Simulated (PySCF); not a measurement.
**ORD: `F[C@@H]1CC(=S)[C@H](Cl)C1`, C₅H₆ClFS**

Molfile (atoms numbered from 1):
```
C5H6ClFS
     RDKit          3D

 14 14  0  0  0  0  0  0  0  0999 V2000
   -0.0221   -0.5473    2.1081 F   0  0  0  0  0  0  0  0  0  0  0  0
    0.1802   -0.9223    0.7983 C   0  0  2  0  0  0  0  0  0  0  0  0
    1.3006   -0.0773    0.1809 C   0  0  0  0  0  0  0  0  0  0  0  0
    0.6413    0.8557   -0.7856 C   0  0  0  0  0  0  0  0  0  0  0  0
    1.4035    1.8171   -1.8353 S   0  0  0  0  0  0  0  0  0  0  0  0
   -0.8437    0.7457   -0.6406 C   0  0  2  0  0  0  0  0  0  0  0  0
   -1.3419    2.0437    0.5151 Cl  0  0  0  0  0  0  0  0  0  0  0  0
   -1.0764   -0.6314   -0.0328 C   0  0  0  0  0  0  0  0  0  0  0  0
    0.4175   -1.9906    0.8369 H   0  0  0  0  0  0  0  0  0  0  0  0
    2.0522   -0.6843   -0.3250 H   0  0  0  0  0  0  0  0  0  0  0  0
    1.8156    0.4888    0.9618 H   0  0  0  0  0  0  0  0  0  0  0  0
   -1.3909    0.9363   -1.5626 H   0  0  0  0  0  0  0  0  0  0  0  0
   -1.1679   -1.3684   -0.8309 H   0  0  0  0  0  0  0  0  0  0  0  0
   -1.9685   -0.6660    0.5896 H   0  0  0  0  0  0  0  0  0  0  0  0
  1  2  1  0
  2  3  1  0
  3  4  1  0
  4  5  2  0
  4  6  1  0
  6  7  1  0
  6  8  1  0
  8  2  1  0
  2  9  1  1
  3 10  1  0
  3 11  1  0
  6 12  1  6
  8 13  1  0
  8 14  1  0
M  END
```

Level of theory: PySCF, TDDFT B3LYP/def2-SVPD circular dichroism and optical rotation, one conformer, gas phase. Geometry: GFN2-xTB.

States above about 6.6 eV (minus the energy of the highest occupied orbital) lie near or above the ionisation threshold and depend on the basis.

Stereocentres: C2 R, C6 R.

What is the specific rotation at 1550, 1064, 780 nm?

[α] in deg dm⁻¹ (g/mL)⁻¹:
```csv
λ (nm),origin-invariant length gauge,modified velocity gauge,length gauge (centre of mass),isotropic polarisability (au)
1550,-55.4,-53.6,-55.6,93.3
1064,-137.3,-132.5,-137.7,93.8
780,-358.1,-344.0,-358.9,94.8
```

And for the mirror image at 1550 nm?

+55.4 deg dm⁻¹ (g/mL)⁻¹ (origin-invariant length gauge): the same size and the opposite sign.

What is the molar rotation [Φ] = [α]·M/100 of the geometry above at 1550 nm?

With M = 152.61 g/mol, -84.6 deg cm² dmol⁻¹ (origin-invariant length gauge).

The first excitation lies at 2.24 eV (553 nm) with R = -4.9 × 10⁻⁴⁰ esu² cm² (velocity form).
